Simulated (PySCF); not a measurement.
thionyl fluoride (F₂OS), SMILES FS(F)=O. The structure is a stationary point at PBE-D3(BJ)/def2-TZVP.

### Question
Give the equilibrium geometry at PBE-D3(BJ)/def2-TZVP (PySCF confirms it by a frequency run) as Cartesian coordinates in Å, and its point group. (An estimate is asked for; the answer gives what the named calculation found.)

### Answer
point group Cs.
```xyz
4

O      1.3880    -0.3544     0.0000
S      0.1674     0.4090     0.0000
F     -0.7657    -0.2060     1.1858
F     -0.7657    -0.2060    -1.1858
```
Charge 0, spin multiplicity 1.
